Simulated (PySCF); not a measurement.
Isomers of C9H12, mass 120.094 u with the commonest isotopes. Computed with PySCF, PBE0-D3(BJ)/def2-SVP geometry optimisation, gas phase. One conformer each, none proved a minimum here; rigid rotors.

Task: Order these by rotational constant A, largest first.
A. `[CH3:1][CH:2]([CH3:3])[c:4]1[cH:5][cH:6][cH:7][cH:8][cH:9]1` with C1–C2–C4–C5 -63°
B. `[CH:1]#[C:2][C@H:3]1[CH2:4][CH:5]=[CH:6][CH2:7][CH2:8][CH2:9]1` with C2–C3–C4–C5 -164°, C3–C4–C5–C6 -57°, C5–C6–C7–C8 56°, C6–C7–C8–C9 -73°
C. `CC1=CC=CC(C)=C1C` (1,2,3-trimethylbenzene)

Result: A (3356 MHz), B (3167 MHz), C (2217 MHz).

Task: Order these by out-of-plane moment Σ m c² = (Ia + Ib − Ic)/2, smallest first.
A. 1,2,3-trimethylbenzene, `c1c(c(C)c(cc1)C)C`
B. `[CH:1]#[C:2][C@H:3]1[CH2:4][CH:5]=[CH:6][CH2:7][CH2:8][CH2:9]1` with C2–C3–C4–C5 -164°, C3–C4–C5–C6 -57°, C5–C6–C7–C8 56°, C6–C7–C8–C9 -73°
C. `[CH3:1][CH:2]([CH3:3])[c:4]1[cH:5][cH:6][cH:7][cH:8][cH:9]1` with C1–C2–C4–C5 -63°

Result: A (4.73 u·Å²), B (16.89 u·Å²), C (54.55 u·Å²).

Task: Order these by rotational constant B, smallest first.
A. `[CH:1]#[C:2][C@H:3]1[CH2:4][CH:5]=[CH:6][CH2:7][CH2:8][CH2:9]1` with C2–C3–C4–C5 -164°, C3–C4–C5–C6 -57°, C5–C6–C7–C8 56°, C6–C7–C8–C9 -73°
B. 1,2,3-trimethylbenzene, `Cc1cccc(C)c1C`
C. `[CH3:1][CH:2]([CH3:3])[c:4]1[cH:5][cH:6][cH:7][cH:8][cH:9]1` with C1–C2–C4–C5 -63°

Result: C (1083 MHz), A (1143 MHz), B (1735 MHz).

```json
{"SMILES": "Cc1cccc(C)c1C", "point group": "near Cs", "Ia (u·Å²)": "227.96", "Ib (u·Å²)": "291.25", "Ic (u·Å²)": "509.76", "κ": "0.21", "μa (D)": "0.05", "μb (D)": "0.80", "μc (D)": "0.02"}
{"SMILES": "C#C[C@H]1CC=CCCC1", "point group": "C1", "Ia (u·Å²)": "159.56", "Ib (u·Å²)": "442.28", "Ic (u·Å²)": "568.05", "κ": "-0.78", "μa (D)": "0.68", "μb (D)": "0.30", "μc (D)": "0.05"}
{"SMILES": "CC(C)c1ccccc1", "point group": "Cs", "Ia (u·Å²)": "150.61", "Ib (u·Å²)": "466.66", "Ic (u·Å²)": "508.17", "κ": "-0.93", "μa (D)": "0.36", "μb (D)": "0.05", "μc (D)": "0.00"}
```
